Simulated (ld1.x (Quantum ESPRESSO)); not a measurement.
# Building the TM semilocal potential for magnesium (revPBE, scalar-relativistic).

magnesium, norm-conserving Troullier–Martins (semilocal form), made with ld1.x (Quantum ESPRESSO) 7.5 (revPBE, scalar-relativistic). Core [He], reference 2s2 2p6 3s2 3p0. Waves: 2s (bound): rc 0.65 bohr; 2p (bound): rc 0.75 bohr. Local part: the p channel. Core correction: a·sin(br)/r model core inside 0.40 bohr.

Occupied shells without a wave of their own: 3s. They enter only through the test configuration that unscreens the potential, and ld1.x also counts them in the model core charge.

All-electron outer shells of the reference configuration (revPBE, scalar-relativistic, ld1.x):

| shell | level (eV) | outermost node (bohr) | outermost maximum (bohr) |
| --- | --- | --- | --- |
| 1s | -1260.03 | – | 0.09 |
| 2s | -79.96 | 0.18 | 0.54 |
| 2p | -46.60 | – | 0.48 |
| 3s | -4.68 | 0.90 | 2.59 |
| 3p | -1.34 | 0.96 | 3.46 |

Results:

```
Cutoffs needed           : 300 Ry and over 300 Ry (the cutoffs (Ry, on a coarse ladder) from which the occupation-weighted sum of valence levels, in a spherical-Bessel basis at the reference potential, stays within 10 and 1 mRy of its value at 400 Ry)
Ghost test               : no extra level below or beside the all-electron valence levels (s, p tested); the semilocal form is local in each channel, so this says nothing of the separable form that plane-wave codes build from it (spherical-Bessel basis up to 400 Ry, 20 bohr box)
Largest excitation error : -958 meV (all-electron minus pseudo) for 2s2 2p6 3s0 3p0, out of 7 test configurations
```

ld1.x takes every shell without a wave as core, so the model core holds the 3s electrons as well and exchange and correlation see them twice. This cancels in the reference configuration, but the file is broken for other ones, and its errors say nothing about a proper core correction.

Generation and tests took about 1.3 s on one core of a shared server CPU.
